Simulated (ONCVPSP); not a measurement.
Varying the ONCV potential for Ga (Z = 31)

Base potential:

* Element: gallium (Ga)
* Generator: ONCVPSP 4.0.1
* Type: optimised norm-conserving Vanderbilt (ONCV)
* Functional: PBEsol
* Relativity: scalar-relativistic
* Frozen core: [Ne]
* Valence charge: 21
* Reference configuration: 3s2 3p6 3d10 4s1 (charge +2)
* Partial waves: 3s+4s: rc 0.90 bohr, ncon 4, nbas 8, qcut 17.6 1/bohr, 3 projectors, debl 2.7 Ha; 3p: rc 0.80 bohr, ncon 3, nbas 7, qcut 20.9 1/bohr, 2 projectors, debl 3.7 Ha; 3d: rc 0.90 bohr, ncon 3, nbas 7, qcut 15.3 1/bohr, 1 projector
* Local potential: polynomial inside 0.55 bohr (lpopt 5, dvloc0 0 Ha)
* Core correction: Teter function, fcfact 2.5, rcfact 1.45

In the p channel the program set the typed energies aside and used -4.375, 0.250 Ha.

All-electron outer shells of the reference configuration (PBEsol, scalar-relativistic, ld1.x):

```
shell  level (eV)  outermost node (bohr)  outermost maximum (bohr)
   2p    -1118.50                      –                      0.15
   3s     -168.13                   0.27                      0.56
   3p     -119.04                   0.24                      0.56
   3d      -39.39                      –                      0.53
   4s      -26.03                   0.80                      1.78
```

Cutoffs, loose and tight: the cutoffs (Ha) at which the residual kinetic energy of the hardest occupied pseudo-wave falls to 1 and 0.1 mHa per electron. They do not see the model core or the augmentation charge, which bear on the density cutoff. Test errors are all-electron minus pseudo excitation energies from the reference, over the configurations 3s2 3p6 3d10 4s2 4p1; 3s2 3p6 3d10 4s2; 3s2 3p6 3d10 4s0; 3s1 3p6 3d10 4s2 4p1. A dash means not determined; rows that change the core or the reference have their own tests.

```tsv
change	outcome	cutoff, loose	cutoff, tight	bound ghosts	GHOST(+) flags above zero	largest test error (meV)
base	generated, projector energies reset by the program	125 Ha	153 Ha	none	s	-42
core correction Teter function, fcfact 2.5, rcfact 1.46	generated, projector energies reset by the program	125 Ha	153 Ha	none	s	-42
reference 3s2 3p6 3d10 4s1.5 4p1.5; wave 3p: rc 0.80 bohr, ncon 3, nbas 7, qcut 20.9 1/bohr, 2 projectors, debl 3.7 Ha becomes 3p+4p: rc 0.80 bohr, ncon 3, nbas 7, qcut 20.9 1/bohr, 2 projectors	generated	125 Ha	153 Ha	none	s	-39
d: nbas 8	generated, projector energies reset by the program	125 Ha	153 Ha	none	s	+46
local potential polynomial inside 0.65 bohr (lpopt 3, dvloc0 6 Ha)	generated, projector energies reset by the program	125 Ha	153 Ha	none	none	-43
d: rc 0.86	generated, projector energies reset by the program	125 Ha	153 Ha	none	s	-71
local potential polynomial inside 0.55 bohr (lpopt 5, dvloc0 1.5 Ha)	generated, projector energies reset by the program	125 Ha	153 Ha	none	s	-42
all radii but the core radius scaled by about 0.88 (s 0.80, p 0.70, d 0.80 bohr); local potential polynomial inside 0.48 bohr (lpopt 5, dvloc0 0 Ha)	generated, projector energies reset by the program	128 Ha	293 Ha	none	s	-54
```
